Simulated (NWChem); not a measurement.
System: C2H3BO; SMILES C#CBO

NWChem printed, in part:

```
             Northwest Computational Chemistry Package (NWChem) 7.3.0
             --------------------------------------------------------

                             Geometry "geometry" -> ""
                             -------------------------

 Output coordinates in angstroms (scale by  1.889725989 to convert to a.u.)

  No.       Tag          Charge          X              Y              Z
 ---- ---------------- ---------- -------------- -------------- --------------
    1 B                    5.0000     0.51426600    -0.66897400     0.00000000
    2 C                    6.0000     0.08418100     0.80106600     0.00000000
    3 C                    6.0000    -0.20371100     1.98397700     0.00000000
    4 H                    1.0000    -0.46628500     3.02699600     0.00000000
    5 H                    1.0000     1.69216400    -0.95804200     0.00000000
    6 O                    8.0000    -0.43159900    -1.63095800     0.00000000
    7 H                    1.0000    -0.05684300    -2.51736600     0.00000000

 Effective nuclear repulsion energy (a.u.)      84.8321847171

                              NWChem Property Module
                              ----------------------

                                 NWChem DFT Module
                                 -----------------

 Summary of "ao basis" -> "ao basis" (spherical)
 ------------------------------------------------------------------------------
       Tag                 Description            Shells   Functions and Types
 ---------------- ------------------------------  ------  ---------------------
 B                         def2-svpd                 8       20   4s2p2d
 C                         def2-svpd                 8       20   4s2p2d
 H                         def2-svpd                 4        8   2s2p
 O                         def2-svpd                 9       23   4s3p2d

            General Information
            -------------------
          SCF calculation type: DFT
          Wavefunction type:  closed shell.
          No. of atoms     :     7
          No. of electrons :    28
           Alpha electrons :    14
            Beta electrons :    14
          Charge           :     0
          Spin multiplicity:     1
          Use of symmetry is: off; symmetry adaption is: off
          Maximum number of iterations: 150
          AO basis - number of functions:   107
                     number of shells:    45
          Convergence on energy requested:  1.00D-06
          Convergence on density requested:  1.00D-05
          Convergence on gradient requested:  5.00D-04

              XC Information
              --------------
                         B3LYP Method XC Potential
                     Hartree-Fock (Exact) Exchange  0.200
                        Slater Exchange Functional  0.800 local
                    Becke 1988 Exchange Functional  0.720 non-local
              Lee-Yang-Parr Correlation Functional  0.810
                  VWN I RPA Correlation Functional  0.190 local

             Grid Information
             ----------------
          Grid used for XC integration:  medium
          Radial quadrature: Mura-Knowles
          Angular quadrature: Lebedev.
          Tag              B.-S. Rad. Rad. Pts. Rad. Cut. Ang. Pts.
          ---              ---------- --------- --------- ---------
          B                   0.85       49          11.0       434
          C                   0.70       49          12.0       434
          H                   0.35       45          13.0       434
          O                   0.60       49          12.0       434
          Grid pruning is: on
          Number of quadrature shells:   331
          Spatial weights used:  Erf1

      Superposition of Atomic Density Guess
      -------------------------------------

 Sum of atomic energies:        -175.94637998

      Non-variational initial energy
      ------------------------------

 Total energy =    -177.695570
 1-e energy   =    -404.745528
 2-e energy   =     142.217773
 HOMO         =      -0.354962
 LUMO         =      -0.044075

   convergence    iter        energy       DeltaE   RMS-Dens  Diis-err
 ---------------- ----- ----------------- --------- --------- ---------
 d= 0,ls=0.0,diis     1   -177.8890580109 -2.63D+02  3.48D-02  5.61D-01
 d= 0,ls=0.0,diis     2   -177.8583797006  3.07D-02  7.80D-03  9.90D-01
 d= 0,ls=0.0,diis     3   -177.9515439553 -9.32D-02  2.70D-03  7.67D-02
 d= 0,ls=0.0,diis     4   -177.9569948255 -5.45D-03  1.24D-03  2.49D-02
 d= 0,ls=0.0,diis     5   -177.9601190182 -3.12D-03  4.05D-04  2.10D-03
  Resetting Diis
 d= 0,ls=0.0,diis     6   -177.9603626267 -2.44D-04  1.06D-04  6.85D-05
 d= 0,ls=0.0,diis     7   -177.9603719875 -9.36D-06  3.14D-05  1.22D-06
 d= 0,ls=0.0,diis     8   -177.9603719795  7.98D-09  1.27D-05  1.34D-06
 d= 0,ls=0.0,diis     9   -177.9603721631 -1.84D-07  1.85D-06  7.39D-08

         Total DFT energy =     -177.960372163150
      One electron energy =     -408.190333922989
           Coulomb energy =      169.916524404835
    Exchange-Corr. energy =      -24.518747362057
 Nuclear repulsion energy =       84.832184717061

 Numeric. integr. density =       27.999997666688

                       DFT Final Molecular Orbital Analysis
                       ------------------------------------

[...]

 DFT Linear Response polarizability / au
 Frequency  =       0.0000000 / au
              X              Y              Z
 -----------------------------------------------
 X      35.9367350     -4.7426567      0.0000000
 Y      -4.7426279     61.8554738      0.0000000
 Z       0.0000000      0.0000000     29.3992411
 -----------------------------------------------
 Eigenvalues =      35.0961751     62.6960337     29.3992411
 Isotropic   =      42.3971500
 Anisotropic =      30.8454506
 -----------------------------------------------

 Magnetic Dipole Response Matrix (nonzero elements):

 Exiting AOResponse driver routine
```

Level: B3LYP/def2-SVPD. The geometry was optimised at PBE0/def2-SVP.

**Question.** Reconstruct the input file.

**Answer.** This is not unique; one that fits is the input that was run:
```
start job
memory heap 200 mb stack 900 mb global 1100 mb
geometry units angstroms noautosym nocenter noautoz
  B      0.514266    -0.668974     0.000000
  C      0.084181     0.801066     0.000000
  C     -0.203711     1.983977     0.000000
  H     -0.466285     3.026996     0.000000
  H      1.692164    -0.958042     0.000000
  O     -0.431599    -1.630958     0.000000
  H     -0.056843    -2.517366     0.000000
end
basis spherical
  B library def2-svpd
  C library def2-svpd
  H library def2-svpd
  O library def2-svpd
end
dft
  xc b3lyp
  iterations 150
end
property
  response 1 0.0
end
task dft property
```
